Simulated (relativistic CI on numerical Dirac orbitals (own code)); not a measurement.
## Hyperfine structure of Ba27+, mass number 135

Computed by Dirac-Coulomb-Breit CI, orbitals from a KLI potential per configuration, a model potential for QED, unscaled Slater integrals (own radial code, finite nucleus).

CI space (outside the closed core [Ar]): 3d10 4s, 3d10 4p, 3d10 4d, 3d10 4f, 3d10 5s, 3d10 5p, 3d10 5d, 3d10 5f, 3d10 5g, 3d9 4p2, 3d10 6s, 3d10 6p, 3d10 6d, 3d8 4s 4p2, 3d9 4s2, 3d10 6f. Levels of other configurations are missing.

Nuclear spin I = 3/2, μ = 0.8381 μN, Q = 0.153 b (tables of Stone and Pyykkö). The electronic factors are computed for point nuclear moments, without core polarisation or the Bohr-Weisskopf and QED corrections.

| Level | E (eV) | A (GHz) | B (GHz) |
| --- | --- | --- | --- |
| 3d10 4s 2S_1/2 | 0.000 | 236.4 |  |
| 3d10 4p 2P°_1/2 | 57.181 | 71.22 |  |
| 3d10 4p 2P°_3/2 | 79.544 | 10.6 | 5.65 |
| 3d10 4d 2D_3/2 | 171.891 | 5.022 | 0.897 |
| 3d10 4d 2D_5/2 | 176.375 | 2.068 | 1.18 |
| 3d10 4f 2F°_5/2 | 274.866 | 0.9094 | 0.258 |
| 3d10 4f 2F°_7/2 | 275.553 | 0.5007 | 0.296 |
| 3d10 5s 2S_1/2 | 403.873 | 107 |  |

Levels with J = 0, under 50 % of one LS term, or S terms without an open s electron are left out. Small factors come from cancelling terms and can be off by tens of per cent or more.

At this charge energies of transitions that change n are usually good to better than 1 %, and those within a shell (Δn = 0) to a few per cent.

(1) Give the hyperfine levels of 3d10 4s 2S_1/2 relative to its centre of gravity.

## Answers

(1) With K = F(F + 1) − I(I + 1) − J(J + 1), E = AK/2: F = 1: -295.5, F = 2: 177.3 GHz.

LS names give the leading component of a level, which can be under half, so a name can repeat, a term be missing and a line seem to break the LS rules.
